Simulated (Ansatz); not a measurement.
Gas-phase electronic energies from Ansatz, PBE0-D4/def2-TZVP geometries. CBS: MP2 limit from def2 TZ/QZ plus the TZ coupled-cluster correction, frozen cores. This one scheme is used for every species. Functionals use def2-TZVPP. HSE06 is defined as in plane-wave codes. One conformer a species, not always the lowest.

Reaction (ligand exchange at the Si–O bond): `O[SiH](S)S` + H–F → `F[SiH](S)S` + H₂O

`O[SiH](S)S`:

```xyz
8

O    -0.893   -0.595    1.490
Si   -0.244   -0.543   -0.011
S     1.851   -0.216    0.245
S    -1.048    0.930   -1.327
H    -0.790    0.172    2.055
H    -0.590   -1.839   -0.626
H     2.049    0.153   -1.030
H    -0.337    1.938   -0.795
```

H–F:

Z-matrix (Å, degrees):
```
F
H 1 0.920
```

`F[SiH](S)S`:

```xyz
7

F    -1.100    1.201   -0.573
Si   -0.120    0.135    0.099
S     1.909    0.438   -0.408
S    -0.581   -1.785   -0.660
H    -0.319    0.290    1.554
H     2.118    1.283    0.617
H    -1.907   -1.562   -0.629
```

H₂O:

Z-matrix (Å, degrees):
```
O
H 1 0.960
H 1 0.960 2 105.1
```

```
        level  ΔE (kcal/mol)
      BLYP-D4           -9.2
     HSE06-D4           -8.3
          PBE           -9.2
HF/def2-TZVPP          -10.3
```

(1) What does CCSD(T)/CBS give? (An estimate is asked.)

(2) What do rigid-rotor, harmonic-oscillator terms from PBE0-D4/def2-TZVP frequencies (298.15 K, 1 bar) make of the CCSD(T)/CBS value? (Estimate.)

Largest T1 diagnostic among the species: 0.012.

Answers

(1) Ansatz gave: -8.9 kcal/mol. The listed levels differ from it by -0.3, 0.6, -0.3, -1.4 kcal/mol.

(2) Computed: ΔZPE = +0.3 kcal/mol, ΔH = -8.6 kcal/mol, ΔS = 9 J/(mol·K), ΔG = -9.2 kcal/mol.

In def2-TZVPP, CCSD(T) changes the Hartree–Fock value by +1.7 kcal/mol (the triples alone add +0.3 kcal/mol) and MP2 by +2.2 kcal/mol. The D4 term adds +1.0 kcal/mol with B3LYP and +0.5 kcal/mol with PBE0; it sums over pairs of atoms, weighted by their polarisabilities, and B3LYP, whose exchange is more repulsive, gets the larger term. Leaving LDA and LC-ωPBE aside and taking each functional with its dispersion term where it has one, the values, not all of them listed here, spread over 2.2 kcal/mol, from B97M-V to revPBE-D4. LDA lies +1.2 kcal/mol from PBE without D4.

B3LYP here is the variant with VWN-RPA as its local correlation; programs differ in this.
